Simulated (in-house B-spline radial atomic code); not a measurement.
**Binding energies in As4+**

NIST's tabulated ground configuration is [Ar] 3d10 4s1; each binding energy is the energy of the ion with one electron taken from that subshell, relaxed, less that of the parent. Computed with a radial B-spline atomic code at the basis-set limit: Dirac-Hartree-Fock, average of configuration, Fermi nucleus of rms radius 4.0968 fm. Energies include first-order Breit, QED and recoil terms.

```
subshell  X-ray name  binding energy (eV)  -ε (eV)  relaxation (eV)
   2p1/2          L2               1422.9   1449.9             24.9
   2p3/2          L3                 1387   1412.9             24.5
   3p1/2          M2                210.3    215.3              4.8
   3p3/2          M3                205.2    210.0              4.6
   3d3/2          M4                102.5    107.0              4.5
   3d5/2          M5                101.8    106.2              4.4
      4s          N1                61.66    61.80             0.11
```

Relaxation = -ε minus the binding energy without Breit, QED and recoil terms.

Emission lines follow as differences of binding energies, with λ = 12398.42 eV·Å / E:

```tsv
line	holes	energy (eV)	wavelength (Å)
L3-M5	2p3/2 → 3d5/2	1285.2	9.6471
L2-M4	2p1/2 → 3d3/2	1320.4	9.3899
```

(1) What does it cost to remove both a 3d5/2 and a 3d3/2 electron?

(2) What does it cost to remove two 2p1/2 electrons?

(3) What does it cost to remove both a 3p3/2 and a 4s electron?

Answers

(1) 233.78 eV, which is 29.48 eV more than the two single binding energies together.

(2) 2940.9 eV, which is 95.09 eV more than the two single binding energies together.

(3) 284.17 eV, which is 17.27 eV more than the two single binding energies together.
